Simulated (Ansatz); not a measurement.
Molecular dynamics of C3H8BCl

Input:

```yaml
crystal:
  periodic: [false, false, false]
  atoms:
    - { symbol: B, position_ang: [-0.531268, 1.893113, 0.945935] }
    - { symbol: C, position_ang: [-0.627901, 0.572381, 0.116798] }
    - { symbol: C, position_ang: [0.568596, -0.410883, 0.238308] }
    - { symbol: C, position_ang: [0.456601, -1.612727, -0.733877] }
    - { symbol: Cl, position_ang: [0.472297, -1.041892, -2.492438] }
    - { symbol: H, position_ang: [0.488686, 2.252081, 1.406608] }
    - { symbol: H, position_ang: [-1.487461, 2.562742, 1.082436] }
    - { symbol: H, position_ang: [-1.57538, 0.040239, 0.308994] }
    - { symbol: H, position_ang: [-0.696124, 0.889429, -0.946101] }
    - { symbol: H, position_ang: [1.516451, 0.118313, 0.047019] }
    - { symbol: H, position_ang: [0.618201, -0.826943, 1.260758] }
    - { symbol: H, position_ang: [-0.491399, -2.163399, -0.59443] }
    - { symbol: H, position_ang: [1.309201, -2.307254, -0.62511] }
basis:
  gaussian: { orbitals: STO-3G }
hamiltonian:
  xc: r2scan
  dispersion: d4
md:
  timestep: 2.0
  n_steps: 40
  ensemble: nvt_nose_hoover
  temperature: 700.0
  initial_velocities: maxwell_boltzmann
  seed: 669830
```

Run as:

```bash
$ ansatz run input.yaml --threads 1 --pin off --max-ram 2048MiB --backend cpu --events-out ev --progress --plain --runs-dir out
```

It starts from a relaxed structure.

Output, in part (step lines, the closing report, with atoms numbered from 0):

```
md step     0: t =     0.00 fs  T =   700.0 K  F+E_penalty+E_count = -16254.63041426 eV  E_kin = 0.995302 eV  conserved = -16253.63511227 eV  (21 SCF iters)
[... lines left out ...]
Total energy: -16253.81741122 eV, -597.3167726291 hartree
Atom 0 at    -0.436120     1.895109     0.716108 Å, force    -2.264640    -0.161296     0.127146 eV/Å
Atom 1 at    -0.700552     0.438284     0.184619 Å, force     4.104105     1.358660    -2.227172 eV/Å
Atom 2 at     0.599091    -0.456797     0.280951 Å, force     0.419909     0.090116     2.126326 eV/Å
Atom 3 at     0.386034    -1.636840    -0.756858 Å, force     1.166118     0.697256     1.203178 eV/Å
Atom 4 at     0.484049    -0.960320    -2.440977 Å, force    -0.557255     0.520455    -1.039706 eV/Å
Atom 5 at     0.610350     2.414150     0.839604 Å, force     0.039432    -0.202589    -0.135388 eV/Å
Atom 6 at    -1.453851     2.466159     0.985317 Å, force     0.803685     0.224399     0.018641 eV/Å
Atom 7 at    -1.494579    -0.120183     0.542128 Å, force    -2.592702    -1.131239     1.566809 eV/Å
Atom 8 at    -0.902645     0.488587    -0.930505 Å, force     0.166882     0.543356     0.816193 eV/Å
Atom 9 at     1.546680     0.208947     0.098322 Å, force    -1.768286    -1.754856    -0.003109 eV/Å
Atom 10 at     0.651631    -0.840899     1.420827 Å, force     0.116386     0.479704    -3.048667 eV/Å
Atom 11 at    -0.567096    -2.160871    -0.579689 Å, force    -0.199872     0.112085    -0.204175 eV/Å
Atom 12 at     1.201161    -2.348564    -0.823353 Å, force     0.566238    -0.776050     0.799924 eV/Å
Dipole moment:    -0.031319    -0.213152     0.365939 e Å
```

The steps, from the saved trajectory:

```json
{"time (fs)": "0.0", "T (K)": "700", "potential energy less start (eV)": "0.000", "conserved less start (meV/atom)": "0.00"}
{"time (fs)": "2.0", "T (K)": "385", "potential energy less start (eV)": "0.779", "conserved less start (meV/atom)": "25.46"}
{"time (fs)": "4.0", "T (K)": "475", "potential energy less start (eV)": "0.462", "conserved less start (meV/atom)": "10.88"}
{"time (fs)": "6.0", "T (K)": "184", "potential energy less start (eV)": "0.981", "conserved less start (meV/atom)": "18.93"}
{"time (fs)": "8.0", "T (K)": "296", "potential energy less start (eV)": "0.799", "conserved less start (meV/atom)": "17.20"}
{"time (fs)": "10.0", "T (K)": "424", "potential energy less start (eV)": "0.511", "conserved less start (meV/atom)": "8.91"}
{"time (fs)": "12.0", "T (K)": "413", "potential energy less start (eV)": "0.598", "conserved less start (meV/atom)": "14.37"}
{"time (fs)": "14.0", "T (K)": "515", "potential energy less start (eV)": "0.435", "conserved less start (meV/atom)": "12.83"}
{"time (fs)": "16.0", "T (K)": "270", "potential energy less start (eV)": "0.903", "conserved less start (meV/atom)": "21.98"}
{"time (fs)": "18.0", "T (K)": "441", "potential energy less start (eV)": "0.514", "conserved less start (meV/atom)": "10.63"}
{"time (fs)": "20.0", "T (K)": "227", "potential energy less start (eV)": "1.000", "conserved less start (meV/atom)": "24.51"}
{"time (fs)": "22.0", "T (K)": "372", "potential energy less start (eV)": "0.575", "conserved less start (meV/atom)": "7.53"}
{"time (fs)": "24.0", "T (K)": "277", "potential energy less start (eV)": "0.789", "conserved less start (meV/atom)": "13.44"}
{"time (fs)": "26.0", "T (K)": "327", "potential energy less start (eV)": "0.740", "conserved less start (meV/atom)": "15.03"}
{"time (fs)": "28.0", "T (K)": "488", "potential energy less start (eV)": "0.384", "conserved less start (meV/atom)": "5.04"}
{"time (fs)": "30.0", "T (K)": "375", "potential energy less start (eV)": "0.741", "conserved less start (meV/atom)": "19.88"}
{"time (fs)": "32.0", "T (K)": "548", "potential energy less start (eV)": "0.396", "conserved less start (meV/atom)": "11.92"}
{"time (fs)": "34.0", "T (K)": "255", "potential energy less start (eV)": "0.960", "conserved less start (meV/atom)": "23.02"}
{"time (fs)": "36.0", "T (K)": "340", "potential energy less start (eV)": "0.747", "conserved less start (meV/atom)": "15.65"}
{"time (fs)": "38.0", "T (K)": "255", "potential energy less start (eV)": "0.890", "conserved less start (meV/atom)": "17.10"}
{"time (fs)": "40.0", "T (K)": "296", "potential energy less start (eV)": "0.785", "conserved less start (meV/atom)": "13.32"}
{"time (fs)": "42.0", "T (K)": "437", "potential energy less start (eV)": "0.538", "conserved less start (meV/atom)": "9.42"}
{"time (fs)": "44.0", "T (K)": "341", "potential energy less start (eV)": "0.770", "conserved less start (meV/atom)": "16.40"}
{"time (fs)": "46.0", "T (K)": "468", "potential energy less start (eV)": "0.491", "conserved less start (meV/atom)": "8.39"}
{"time (fs)": "48.0", "T (K)": "292", "potential energy less start (eV)": "0.886", "conserved less start (meV/atom)": "19.13"}
{"time (fs)": "50.0", "T (K)": "373", "potential energy less start (eV)": "0.702", "conserved less start (meV/atom)": "13.54"}
{"time (fs)": "52.0", "T (K)": "304", "potential energy less start (eV)": "0.897", "conserved less start (meV/atom)": "20.54"}
{"time (fs)": "54.0", "T (K)": "350", "potential energy less start (eV)": "0.801", "conserved less start (meV/atom)": "17.88"}
{"time (fs)": "56.0", "T (K)": "486", "potential energy less start (eV)": "0.571", "conserved less start (meV/atom)": "14.58"}
{"time (fs)": "58.0", "T (K)": "422", "potential energy less start (eV)": "0.699", "conserved less start (meV/atom)": "16.79"}
{"time (fs)": "60.0", "T (K)": "530", "potential energy less start (eV)": "0.421", "conserved less start (meV/atom)": "6.58"}
{"time (fs)": "62.0", "T (K)": "376", "potential energy less start (eV)": "0.775", "conserved less start (meV/atom)": "16.50"}
{"time (fs)": "64.0", "T (K)": "355", "potential energy less start (eV)": "0.767", "conserved less start (meV/atom)": "13.03"}
{"time (fs)": "66.0", "T (K)": "347", "potential energy less start (eV)": "0.799", "conserved less start (meV/atom)": "14.12"}
{"time (fs)": "68.0", "T (K)": "302", "potential energy less start (eV)": "0.971", "conserved less start (meV/atom)": "22.01"}
{"time (fs)": "70.0", "T (K)": "459", "potential energy less start (eV)": "0.638", "conserved less start (meV/atom)": "13.00"}
{"time (fs)": "72.0", "T (K)": "405", "potential energy less start (eV)": "0.767", "conserved less start (meV/atom)": "16.31"}
{"time (fs)": "74.0", "T (K)": "514", "potential energy less start (eV)": "0.595", "conserved less start (meV/atom)": "14.37"}
{"time (fs)": "76.0", "T (K)": "489", "potential energy less start (eV)": "0.569", "conserved less start (meV/atom)": "8.88"}
{"time (fs)": "78.0", "T (K)": "439", "potential energy less start (eV)": "0.746", "conserved less start (meV/atom)": "16.27"}
{"time (fs)": "80.0", "T (K)": "458", "potential energy less start (eV)": "0.813", "conserved less start (meV/atom)": "22.80"}
```

The run went to its last step. The conserved energy wandered by up to 25.5 meV per atom (net 22.8 meV per atom), which is poor conservation. The mean temperature of the second half is 43 % below the set value. A step of 2 fs is long for free X–H stretches (periods near 10 fs) and can bias their spread and the temperature. A run of 0.08 ps of so small a system gives no equilibrium averages. Limits of this set-up: minimal basis.

The same pairs are bonded in the first frame and the last. Pairs count as bonded within 1.25 times the sum of covalent radii (0.12 Å more for H–H).

Last frame:

```xyz
13
Properties=species:S:1:pos:R:3
B -0.436 1.895 0.716
C -0.701 0.438 0.185
C 0.599 -0.457 0.281
C 0.386 -1.637 -0.757
Cl 0.484 -0.960 -2.441
H 0.610 2.414 0.840
H -1.454 2.466 0.985
H -1.495 -0.120 0.542
H -0.903 0.489 -0.930
H 1.547 0.209 0.098
H 0.652 -0.841 1.421
H -0.567 -2.161 -0.580
H 1.201 -2.349 -0.823
```

The run took 2.8 min on 1 thread of Arm Neoverse V1, with other jobs on the host, peak memory 0.12 GiB.
